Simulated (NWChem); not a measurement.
The numbers come from NWChem runs, not from measurements. System: C$_{6}$H$_{12}$O$_{2}$, charge 1, spin multiplicity 2, at the geometry of a parent with another charge or spin, in a state set for the comparison that need not be this species' ground state. Its SCF solution wasn't tested for a lower state.

Job file:

```
start mol
memory heap 200 mb stack 900 mb global 1100 mb
charge 1
geometry units angstroms nocenter noautoz noautosym
  C     -3.904927     0.591333    -0.310441
  C     -2.681178    -0.303663    -0.192136
  C     -1.373653     0.474340    -0.119849
  C     -0.165685    -0.425890    -0.001805
  O      0.998936     0.391775     0.058174
  C      2.170814    -0.248023     0.172886
  C      3.315388     0.722595     0.224049
  O      2.265290    -1.445795     0.224933
  H     -3.858210     1.215586    -1.217135
  H     -4.833103     0.002339    -0.360131
  H     -3.988400     1.271462     0.552359
  H     -2.776006    -0.942614     0.703693
  H     -2.646447    -0.997308    -1.050867
  H     -1.390840     1.162842     0.742503
  H     -1.260488     1.107233    -1.016854
  H     -0.214098    -1.057534     0.901183
  H     -0.084002    -1.113396    -0.860591
  H      3.183414     1.414624     1.068440
  H      3.331797     1.330246    -0.692513
  H      4.258016     0.174529     0.328833
end
basis spherical
  * library def2-svp
end
dft
  xc r2scan
  odft
  mult 2
  semidirect memsize 60000000 filesize 0
  iterations 100
  grid fine
end
task dft energy
```

The output up to the point where the run's verdict is printed (cleaned and shortened):

```
             Northwest Computational Chemistry Package (NWChem) 7.3.0
             --------------------------------------------------------

                                NWChem Input Module
                                -------------------

 Scaling coordinates for geometry "geometry" by  1.889725989
 (inverse scale =  0.529177249)

                             Geometry "geometry" -> ""
                             -------------------------

 Output coordinates in angstroms (scale by  1.889725989 to convert to a.u.)

  No.       Tag          Charge          X              Y              Z
 ---- ---------------- ---------- -------------- -------------- --------------
    1 C                    6.0000    -3.90492700     0.59133300    -0.31044100
    2 C                    6.0000    -2.68117800    -0.30366300    -0.19213600
    3 C                    6.0000    -1.37365300     0.47434000    -0.11984900
    4 C                    6.0000    -0.16568500    -0.42589000    -0.00180500
    5 O                    8.0000     0.99893600     0.39177500     0.05817400
    6 C                    6.0000     2.17081400    -0.24802300     0.17288600
    7 C                    6.0000     3.31538800     0.72259500     0.22404900
    8 O                    8.0000     2.26529000    -1.44579500     0.22493300
    9 H                    1.0000    -3.85821000     1.21558600    -1.21713500
   10 H                    1.0000    -4.83310300     0.00233900    -0.36013100
   11 H                    1.0000    -3.98840000     1.27146200     0.55235900
   12 H                    1.0000    -2.77600600    -0.94261400     0.70369300
   13 H                    1.0000    -2.64644700    -0.99730800    -1.05086700
   14 H                    1.0000    -1.39084000     1.16284200     0.74250300
   15 H                    1.0000    -1.26048800     1.10723300    -1.01685400
   16 H                    1.0000    -0.21409800    -1.05753400     0.90118300
   17 H                    1.0000    -0.08400200    -1.11339600    -0.86059100
   18 H                    1.0000     3.18341400     1.41462400     1.06844000
[...]
 Requested integration accuracy:   0.10E-06
 d= 0,ls=0.5,diis    85   -385.4679853943 -8.54D-06  1.03D-05  4.73D-05   547.7
                                                     1.75D-05  5.45D-05
 Grid integrated density:      63.000006500337
 Requested integration accuracy:   0.10E-06
 d= 0,ls=0.5,diis    86   -385.4680077349 -2.23D-05  3.11D-06  1.86D-05   553.9
                                                     1.49D-05  2.77D-05
 Grid integrated density:      63.000006500022
 Requested integration accuracy:   0.10E-06
 d= 0,ls=0.5,diis    87   -385.4680180812 -1.03D-05  3.78D-06  1.48D-05   559.9
                                                     1.40D-05  2.24D-05
 Grid integrated density:      63.000006498915
 Requested integration accuracy:   0.10E-06
 d= 0,ls=0.5,diis    88   -385.4680247856 -6.70D-06  3.51D-06  1.55D-05   566.0
                                                     1.29D-05  2.26D-05
 Grid integrated density:      63.000006499051
 Requested integration accuracy:   0.10E-06
 d= 0,ls=0.5,diis    89   -385.4680294653 -4.68D-06  1.60D-06  1.74D-05   572.0
                                                     1.22D-05  2.44D-05
 Grid integrated density:      63.000006499366
 Requested integration accuracy:   0.10E-06
 d= 0,ls=0.5,diis    90   -385.4680365943 -7.13D-06  1.24D-06  1.37D-05   577.8
                                                     1.17D-05  2.04D-05
 Grid integrated density:      63.000006499306
 Requested integration accuracy:   0.10E-06
 d= 0,ls=0.5,diis    91   -385.4680426854 -6.09D-06  2.41D-06  1.15D-05   584.0
                                                     1.13D-05  1.79D-05
 Grid integrated density:      63.000006499558
 Requested integration accuracy:   0.10E-06
 d= 0,ls=0.5,diis    92   -385.4680474022 -4.72D-06  1.18D-06  1.11D-05   590.4
                                                     1.07D-05  1.69D-05
 Grid integrated density:      63.000006499723
 Requested integration accuracy:   0.10E-06
 d= 0,ls=0.5,diis    93   -385.4680524999 -5.10D-06  1.50D-06  9.38D-06   597.1
                                                     1.06D-05  1.48D-05
 Grid integrated density:      63.000006499682
 Requested integration accuracy:   0.10E-06
 d= 0,ls=0.5,diis    94   -385.4680578731 -5.37D-06  1.23D-06  7.05D-06   603.6
                                                     1.01D-05  1.17D-05
 Grid integrated density:      63.000006499627
 Requested integration accuracy:   0.10E-06
 d= 0,ls=0.5,diis    95   -385.4680627604 -4.89D-06  1.15D-06  4.96D-06   610.4
                                                     9.81D-06  8.97D-06
 Grid integrated density:      63.000006499555
 Requested integration accuracy:   0.10E-06
 d= 0,ls=0.5,diis    96   -385.4680674259 -4.67D-06  1.28D-06  2.95D-06   617.4
                                                     9.29D-06  6.28D-06
 Grid integrated density:      63.000006499490
 Requested integration accuracy:   0.10E-06
 d= 0,ls=0.5,diis    97   -385.4680710031 -3.58D-06  2.16D-06  2.21D-06   624.2
                                                     8.78D-06  5.05D-06
 Grid integrated density:      63.000006499299
 Requested integration accuracy:   0.10E-06
 d= 0,ls=0.5,diis    98   -385.4680738367 -2.83D-06  3.66D-06  2.35D-06   630.5
                                                     8.54D-06  4.77D-06
 Grid integrated density:      63.000006499316
 Requested integration accuracy:   0.10E-06
 d= 0,ls=0.5,diis    99   -385.4680756414 -1.80D-06  2.52D-06  3.61D-06   636.1
                                                     8.02D-06  5.71D-06
 Grid integrated density:      63.000006499434
 Requested integration accuracy:   0.10E-06
 d= 0,ls=0.5,diis   100   -385.4680774581 -1.82D-06  2.84D-06  4.30D-06   642.2
                                                     7.93D-06  6.18D-06
 Grid integrated density:      63.000006499680
 Requested integration accuracy:   0.10E-06
```

The run did not converge; its last values are not results. The next line reads: Calculation failed to converge. NWChem stopped with the message: dft energy failed.
